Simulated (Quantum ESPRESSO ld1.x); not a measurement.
Question: Pr4+, 55 electrons, occupied as [He] 2s2 2p(1/2: 2, 3/2: 3) 3s2 3p6 3d10 4s2 4p6 4d10 4f2 5s2 5p6 (not the ground configuration). All-electron calculation, Dirac Kohn-Sham, LDA (Slater exchange, VWN5 correlation), spin-unpolarised, spherical densities, point nucleus; open shells fill j = l - 1/2 first. Program: ld1.x of Quantum ESPRESSO 7.5. Some entries of the table are withheld. Estimate them.

| orbital | occ. | eigenvalue (Ry) | r(max) (bohr) |
|---|---|---|---|
| 1s1/2 | 2 | -3088.77 | 0.01542 |
| 2s1/2 | 2 | -507.580 | 0.08717 |
| 2p1/2 | 2 | -482.215 | 0.06619 |
| 2p3/2 | 3 | -446.274 | 0.07150 |
| 3s1/2 | 2 | -113.692 | (1) |
| 3p1/2 | 2 | -102.551 | 0.2333 |
| 3p3/2 | 4 | -95.2965 | 0.2447 |
| 3d3/2 | 4 | (2) | (3) |
| 3d5/2 | 6 | (4) | (5) |
| 4s1/2 | 2 | -25.6012 | 0.5701 |
| 4p1/2 | 2 | -21.3105 | (6) |
| 4p3/2 | 4 | -19.7026 | (7) |
| 4d3/2 | 4 | -12.5480 | 0.6107 |
| 4d5/2 | 6 | -12.2509 | 0.6187 |
| 5s1/2 | 2 | -6.04876 | 1.292 |
| 5p1/2 | 2 | -4.77898 | 1.391 |
| 5p3/2 | 4 | -4.50942 | 1.452 |
| 4f5/2 | 2 | (8) | 0.6291 |
| 4f7/2 | 0 | (9) | 0.6333 |

Answer: 
(1) 3s1/2 r(max) (bohr): 0.2472
(2) 3d3/2 eigenvalue (Ry): -75.7238
(3) 3d3/2 r(max) (bohr): 0.1945
(4) 3d5/2 eigenvalue (Ry): -74.1038
(5) 3d5/2 r(max) (bohr): 0.1977
(6) 4p1/2 r(max) (bohr): 0.5757
(7) 4p3/2 r(max) (bohr): 0.6000
(8) 4f5/2 eigenvalue (Ry): -3.77984
(9) 4f7/2 eigenvalue (Ry): -3.74080
